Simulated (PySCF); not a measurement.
A calculated (PBE, PySCF 2.14, x2c-QZVPPall with one added diffuse shell each of s, p, d, f, g type, scalar relativity by spin-free X2C-1e) atom or ion has these occupied shells.

| shell | electrons | orbital energy (eV) | rms radius, mean of both spins (bohr) |
| --- | --- | --- | --- |
| 1s β | 1 | -26515.0 | 0.0349 |
| 1s α | 1 | -26515.0 | 0.0349 |
| 2s α | 1 | -3968.1 | 0.143 |
| 2s β | 1 | -3967.9 | 0.143 |
| 2p α | 3 | -3566.1 | 0.127 |
| 2p β | 3 | -3566.0 | 0.127 |
| 3s α | 1 | -769.08 | 0.383 |
| 3s β | 1 | -768.97 | 0.383 |
| 3p α | 3 | -636.99 | 0.384 |
| 3p β | 3 | -636.86 | 0.384 |
| 3d α | 5 | -429.47 | 0.365 |
| 3d β | 5 | -429.27 | 0.365 |
| 4s α | 1 | -141.72 | 0.932 |
| 4s β | 1 | -140.82 | 0.932 |
| 4p α | 3 | -102.66 | 1.02 |
| 4p β | 3 | -101.75 | 1.02 |
| 4d α | 5 | -46.212 | 1.30 |
| 4d β | 4 | -45.375 | 1.30 |

(1) Name the element and its charge.

## Answers

(1) Cd³⁺ (cadmium, charge +3), in [Kr] 4d9, 2D determinant.
